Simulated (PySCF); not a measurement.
An unknown is described by computed data only.

Formula: C6H15PSi4.

| Quantity | Value |
| --- | --- |
| 13C NMR | chemical shifts (computed TMS as zero) by class: 142.7 (2 C), 135.6 (1 C), 135.2 (1 C), 134.4 (2 C) ppm [GIAO PBE0/pcSseg-1] |
| UV, strongest line | among the 10 lowest singlet transitions: S6 at 5.71 eV (217 nm, f = 0.150) [TDDFT PBE0/def2-SVPD] |
| Triplet | lowest triplet excitation (Tamm–Dancoff): 3.92 eV [TDA PBE0/def2-SVPD] |
| Dipole | 1.54 D [PBE0/def2-SVPD] |
| Rotational structure | rotational constants A, B, C: 0.532, 0.428, 0.339 GHz [PBE0-D3(BJ)/def2-SVP] |
| NMR, other nuclei | isotropic shieldings of nuclei other than C and H, by class: 428 (1 Si), 434 (1 Si), 455 (2 Si), 608 (1 P) ppm [GIAO PBE0/pcSseg-1] |
| 1H NMR | chemical shifts (computed TMS as zero) by class: 7.54 (2 H), 7.49 (1 H), 7.46 (2 H), 4.14 (2 H), 3.76 (6 H), 1.28 (2 H) ppm [GIAO PBE0/pcSseg-1] |
| UV, first state | lowest singlet excitation: 5.13 eV (241 nm, f = 0.032) [TDDFT PBE0/def2-SVPD] |
| Polarisability | 220.9 au [PBE0/def2-SVPD] |

Electronic properties: PySCF, gas phase, density fitting. Levels stand in brackets. The structure is a single PBE0-D3(BJ)/def2-SVP conformer in the gas phase; no vibrational or solvent corrections. Each NMR value is the plain mean over a class of atoms that symmetry, rotation or inversion makes alike.

Problem. Propose a structure and show how it fits.

Solution. Numbering: `[SiH3:1][Si:2]([SiH3:3])([SiH2:4][PH2:5])[c:6]1[cH:7][cH:8][cH:9][cH:10][cH:11]1`. 6 carbons fall into 4 classes; from least to most shielded: aromatic CH carbon [C7/C11] (142.7 ppm, 2 C), substituted aromatic carbon [C6] (135.6 ppm), aromatic CH carbon [C9] (135.2 ppm), aromatic CH carbon [C8/C10] (134.4 ppm, 2 C). Hydrogen classes from least to most shielded: 2 H on the ortho carbons, C7/C11 (7.54 ppm), 1 H on the para carbon, C9 (7.49 ppm), 2 H on the meta carbons, C8/C10 (7.46 ppm), 2 H on an SiH2 silicon, Si4 (4.14 ppm), 6 H on 2 SiH3 silicons, Si1/Si3 (3.76 ppm), 2 H on a three-coordinate phosphorus, P5 (1.28 ppm). The other shieldings belong to: 428 ppm, SiH2 silicon [Si4]; 434 ppm, four-coordinate silicon [Si2]; 455 ppm, SiH3 silicon [Si1/Si3]; 608 ppm, three-coordinate phosphorus [P5]. The optimised geometry has point group C1 and is an asymmetric top. Structure: `[SiH3][Si]([SiH3])([SiH2]P)C1=CC=CC=C1`. The assignments are read from this structure; whether some other isomer fits the data as well wasn't checked.

The values belong to the conformer `[SiH3:1][Si:2]([SiH3:3])([SiH2:4][PH2:5])[c:6]1[cH:7][cH:8][cH:9][cH:10][cH:11]1`: Si1–Si2–Si4–P5 70°, Si1–Si2–C6–C7 -163°, H–P5–Si4–Si2 -49°, H–P5–Si4–Si2 44°.
